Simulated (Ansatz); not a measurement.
Total energies of CH₃BBrF (`BC(F)Br`).

```tsv
atom	x (Å)	y (Å)	z (Å)
B1	0.799	0.301	0.162
C2	-0.630	-0.288	0.231
F3	-1.675	0.465	0.570
Br4	-0.277	-0.164	-1.789
H5	1.718	-0.457	0.204
H6	0.922	1.483	0.234
H7	-0.857	-1.340	0.388
```

Total charge 0; spin multiplicity 1. Correlated methods include outer-core shells of Br, which these sets cover unevenly. Scalar relativity is left out up to krypton. The geometry is a stationary point of PBE0-D4/def2-TZVP. Basis def2-TZVPP, the Gaussian-basis code of Ansatz.

RPA on PBE orbitals: Hartree–Fock energy of these orbitals -2736.13432 Eh, correlation -1.25873 Eh (frozen core).

| functional | energy without D4 (Eh) | D4 term (kJ/mol) |
| --- | --- | --- |
| LDA (SPW92) | -2733.94959 | – |
| PBE | -2738.22332 | -12.6 |
| revPBE | -2738.52710 | -40.6 |
| r2SCAN | -2738.70200 | -2.8 |
| B97M-V | -2738.30914 | – |
| r2SCANh | -2738.69298 | -3.0 |
| HSE06 (plane-wave form) | -2738.31789 | -9.7 |
| CAM-B3LYP | -2738.85975 | -10.5 |
| ωB97X-V | -2738.51118 | – |
| ωB97M-V | -2738.59537 | – |

Q: Give the same for BLYP, PBE0, B3LYP, r2SCAN0, BHLYP, LC-ωPBE, B2PLYP, PBE-QIDH. (An estimate is asked.)

A: Computed: 
| functional | energy without D4 (Eh) | D4 term (kJ/mol) |
| --- | --- | --- |
| BLYP | -2738.78410 | -28.6 |
| PBE0 | -2738.32146 | -10.4 |
| B3LYP | -2738.83472 | -20.6 |
| r2SCAN0 | -2738.68066 | -3.3 |
| BHLYP | -2738.71327 | -15.6 |
| LC-ωPBE | -2738.33909 | – |
| B2PLYP | -2738.29847 | – |
| PBE-QIDH | -2737.98844 | – |

B3LYP takes the VWN-RPA correlation (the form of Gaussian; ORCA's B3LYP/G). HSE06 is the plane-wave form, built on full-range PBE exchange. The double hybrids freeze the cores in their second-order part.

LC-ωPBE has ω = 0.4 bohr⁻¹.
